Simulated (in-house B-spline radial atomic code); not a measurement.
Orbital energies and mean radii along the 39-electron series, configuration 1s2 2s2 2p6 3s2 3p6 3d10 4s2 4p6 4d3/2(3). The effective charge is n√(-2ε), a non-relativistic measure. Computed with an all-electron radial atomic-structure program (B-spline basis): Dirac-Hartree-Fock, jj configuration that fills j = l - 1/2 first, finite nuclei.

```
  ion   Z  energy of 3d3/2 (Eh)  mean radius of 3d3/2 (bohr)  energy of 3d5/2 (Eh)  mean radius of 3d5/2 (bohr)  energy of 3p1/2 (Eh)  mean radius of 3p1/2 (bohr)  effective charge of 3d3/2
 Nb2+  41               -8.9603                      0.42933               -8.8245                      0.43334               -15.355                      0.43655                       12.7
 Mo3+  42               -10.489                      0.41164                -10.33                      0.41564               -17.217                      0.42132                      13.74
 Tc4+  43               -12.155                      0.39538               -11.972                      0.39937               -19.225                      0.40703                     14.791
 Ru5+  44               -13.951                      0.38039               -13.742                      0.38435               -21.373                      0.39361                     15.847
 Rh6+  45               -15.873                      0.36651               -15.637                      0.37044               -23.657                      0.38098                     16.903
 Pd7+  46               -17.918                      0.35362               -17.652                      0.35752               -26.074                      0.36907                     17.959
 Ag8+  47                     ?                            ?                     ?                            ?                     ?                            ?                          ?
 Cd9+  48               -22.371                      0.33038               -22.039                      0.33425               -31.304                      0.34717                     20.067
In10+  49               -24.775                      0.31987               -24.407                      0.32372               -34.115                      0.33708                     21.118
Sn11+  50               -27.298                      0.31001               -26.891                      0.31385               -37.057                      0.32752                     22.167
Sb12+  51               -29.939                      0.30073                -29.49                      0.30457                -40.13                      0.31843                     23.214
Te13+  52                     ?                            ?                     ?                            ?                     ?                            ?                          ?
 I14+  53                     ?                            ?                     ?                            ?                     ?                            ?                          ?
Xe15+  54               -38.561                      0.27593               -37.969                      0.27978               -50.138                      0.29369                     26.346
Cs16+  55               -41.668                      0.26853               -41.021                       0.2724               -53.738                      0.28619                     27.386
```

Problem. Fill in the row of Ag8+.

Solution. energy of 3d3/2 (Eh): -20.085; mean radius of 3d3/2 (bohr): 0.3416; energy of 3d5/2 (Eh): -19.787; mean radius of 3d5/2 (bohr): 0.34548; energy of 3p1/2 (Eh): -28.624; mean radius of 3p1/2 (bohr): 0.35781; effective charge of 3d3/2: 19.014.

Problem. Fill in the row of Te13+.

Solution. energy of 3d3/2 (Eh): -32.696; mean radius of 3d3/2 (bohr): 0.29199; energy of 3d5/2 (Eh): -32.203; mean radius of 3d5/2 (bohr): 0.29583; energy of 3p1/2 (Eh): -43.334; mean radius of 3p1/2 (bohr): 0.30978; effective charge of 3d3/2: 24.26.

Problem. Fill in the row of I14+.

Solution. energy of 3d3/2 (Eh): -35.57; mean radius of 3d3/2 (bohr): 0.28373; energy of 3d5/2 (Eh): -35.029; mean radius of 3d5/2 (bohr): 0.28758; energy of 3p1/2 (Eh): -46.67; mean radius of 3p1/2 (bohr): 0.30154; effective charge of 3d3/2: 25.303.

Problem. How does the screening of 3d3/2 change?

Solution. Z less the effective charge goes from 28.30 at Z = 41 to 27.61 at Z = 55.
